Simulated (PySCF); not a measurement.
Isomers of C3H7FOSi and their computed core-level spectra.

Method: delta-SCF UKS SCAN, pcX-2 on the ionised atom, pcseg-1 elsewhere, spin-free X2C in PySCF 2.14.0. Geometries: PBE0-D3(BJ)/def2-SVP; isolated species, one conformer each.

Line lists (1s up to Mg, 2p3/2 beyond; areas count atoms within a level, one atom standing for each set equivalent by bonding):
1. C 1s: 290.25 (area 1), 292.15 (area 1), 293.47 (area 1) eV; O 1s: 538.82 eV; F 1s: 692.05 eV; Si 2p3/2: 106.84 eV
2. C 1s: 290.56 (area 1), 290.73 (area 1), 293.47 (area 1) eV; O 1s: 538.21 eV; F 1s: 692.77 eV; Si 2p3/2: 107.20 eV
3. C 1s: 290.19 (area 1), 292.31 (area 1), 292.87 (area 1) eV; O 1s: 538.77 eV; F 1s: 691.91 eV; Si 2p3/2: 107.96 eV

Structures:
A. `C=C(CF)[SiH2]O`
B. `CO[C@@]1(F)C[SiH2]1`
C. `FC/C=C\O[SiH3]`

Problem. Which list belongs to which compound?

Solution. 
- 1 = B: another candidate has the same counts of sites, so positions decide. C 1s: 290.25 sp3 carbon bound to silicon, 292.15 methoxy carbon, 293.47 sp3 C–F carbon; O 1s: 538.82 ether oxygen; F 1s: 692.05 alkyl fluorine; Si 2p3/2: 106.84 SiH2 silicon.
- 2 = A: another candidate has the same counts of sites, so positions decide. C 1s: 290.56 fully substituted alkene carbon, 290.73 terminal =CH2 carbon, 293.47 sp3 C–F carbon; O 1s: 538.21 silanol oxygen; F 1s: 692.77 alkyl fluorine; Si 2p3/2: 107.20 oxygen-bound silicon.
- 3 = C: another candidate has the same counts of sites, so positions decide. C 1s: 290.19 alkene CH carbon, 292.31 vinylic carbon bearing oxygen, 292.87 sp3 C–F carbon; O 1s: 538.77 silyl ether oxygen; F 1s: 691.91 alkyl fluorine; Si 2p3/2: 107.96 oxygen-bound silicon.

2p3/2 and 2p1/2 are the ΔSCF energy of one spin-free 2p hole plus the eigenvalues of a spin–orbit and ligand-field matrix of the shell.
